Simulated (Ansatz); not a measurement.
Molecule: CH₃Cl₂Si, charge 0, multiplicity 2. It need not be the lowest isomer of its formula. 
Geometry from a B3LYP-D3(BJ)/def2-TZVP (Ansatz, an electronic-structure program) optimisation:
SMILES: C[Si](Cl)Cl
```xyz
7

Si    -0.1266    -0.0676     0.5873
C     -1.9827    -0.2641     0.4354
Cl     0.7982    -1.5672    -0.5052
Cl     0.4203     1.7694    -0.2027
H     -2.2907    -1.2332     0.8287
H     -2.4901     0.5270     0.9882
H     -2.2646    -0.2005    -0.6181
```
Charge 0, spin multiplicity 2.

Computed values are from Ansatz. Correlated levels leave the core frozen unless marked. Open shells are spin-unrestricted. No spin-orbit coupling. No relativistic terms. CBS marks a two-point X^-3 extrapolation of the correlation energy; Hartree-Fock from the larger set. The bracket is a focal-point correction in the basis named.

Q: What is the dipole moment at CCSD(T)/aug-cc-pV(D+d)Z?

A: 2.01 D.

Q: What is the T1 diagnostic at CCSD/aug-cc-pV(T+d)Z?

A: 0.012.

Q: What is the total energy at RI-MP2/CBS(aug-cc-pV(T+d)Z,aug-cc-pV(Q+d)Z)+[CCSD(T)-MP2]/aug-cc-pV(T+d)Z?

A: -1248.5513 Eh.

Q: What is the atomisation energy De at RI-MP2/CBS(aug-cc-pV(T+d)Z,aug-cc-pV(Q+d)Z)+[CCSD(T)-MP2]/aug-cc-pV(T+d)Z?

A: 567.1 kcal/mol.
